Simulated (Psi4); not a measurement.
CH₄AlFO₂ (SMILES C[O][Al]([OH])[F]), singlet, at a GFN2-xTB geometry (such geometries of metal compounds can be far from the true shape). Base run: CCSD(T)/def2-SVP (Psi4 1.11).

The Psi4 input:
```
memory 2 GB

molecule {
0 1
Al    0.02582713    0.42917901    0.31546089
F     1.02880439    1.71123044    0.05608969
O    -0.99950813    0.38112299    1.60759740
H    -1.24706961    0.90599618    2.35665290
O     0.14316986   -0.76331544   -0.80740913
C    -0.14305943   -1.98466053   -1.42783094
H    -0.52171638   -1.79578553   -2.43538704
H     0.77348822   -2.57620088   -1.49420480
H    -0.89063177   -2.54890801   -0.86738014
}

set {
  basis def2-svp
  freeze_core true
}

energy('ccsd(t)')
print_variables()
```

Variants of this job, named by their change:

| change | ΔE vs base (kcal/mol) | MP2 correlation (Eh) | basis functions | core-seconds (rough) |
|---|---|---|---|---|
| base | 0.000 | -0.75298 | 94 | 70 |
| method = ccsd | … | -0.75298 | 94 | 30 |
| method = fno-ccsd(t) | 0.000 | -0.75298 | 94 | 40 |
| method = mp3 | … | -0.75280 | 94 | 4 |
| method = dlpno-mp2 | 26.99 | -0.75274 | 94 | 4 |
| method = qcisd(t) | -0.452 | -0.75298 | 94 | 30 |
| method = mp4 | -1.03 | -0.75298 | 94 | 20 |
| method = mp2 | 26.95 | -0.75280 | 94 | 3 |

### Question
What belongs in the gaps?

### Answer

- method = ccsd, ΔE vs base (kcal/mol): 9.16
- method = mp3, ΔE vs base (kcal/mol): 17.47
